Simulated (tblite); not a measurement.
Species: C5H8NO (charge -1).
SMILES with atom numbers: `[N:1]#[C:2][CH2:3][CH2:4][CH2:5][CH2:6][O-:7]` (hydrogens: H8, H9 on C3; H10, H11 on C4; H12, H13 on C5; H14, H15 on C6)

The geometry is computed with GFN2-xTB (gas phase).

(1) What internal coordinates does the optimisation give?

Results:

(1) 
```csv
bond,length (Å)
N1≡C2,1.156
C2–C3,1.407
C3–C4,1.534
C4–C5,1.525
C5–C6,1.561
C6–O7,1.336
C3–H8,1.182
C3–H9,1.094
"C4–H10, C4–H11",1.098
"C5–H12, C5–H13",1.095
"C6–H14, C6–H15",1.129
```

Bonds in one row agree within 0.01 Å and their mean is given. A selection of angles:
```csv
angle,degrees
N1–C2–C3,178.5
C2–C3–C4,114.6
C2–C3–H8,112.2
C2–C3–H9,110.4
C4–C3–H8,101.2
C4–C3–H9,111.5
H8–C3–H9,106.5
C3–C4–C5,108.9
C3–C4–H10,109.0
C3–C4–H11,111.5
C5–C4–H10,109.0
C5–C4–H11,110.8
H10–C4–H11,107.5
C4–C5–C6,110.8
C4–C5–H12,109.4
C6–C5–H12,108.5
C6–C5–H13,109.4
H12–C5–H13,108.5
C5–C6–O7,114.9
C5–C6–H14,105.7
O7–C6–H14,112.8
O7–C6–H15,111.8
H14–C6–H15,104.7
```

Torsions: C2–C3–C4–C5 157° (antiperiplanar); C3–C4–C5–C6 -58° (synclinal); C4–C5–C6–O7 61° (synclinal). The mirror-image conformer, all signs reversed, is as good.

Of the pairs four or more bonds apart, O7···H8 is among the closest relative to their van der Waals radii: 1.54 Å, 57 % of the sum of Bondi's values. The C–C distances run from 1.407 Å (C2–C3, drawn single) to 1.561 Å (C5–C6, drawn single), a spread of 0.154 Å.

Point group: C1 (no symmetry element, even within 0.4 Å). Its GFN2-xTB frequencies are all real (lowest 85 cm⁻¹). 2 starts were optimised and ended at 0.00 and 0.91 kcal/mol (GFN2-xTB); the lowest of these is shown.
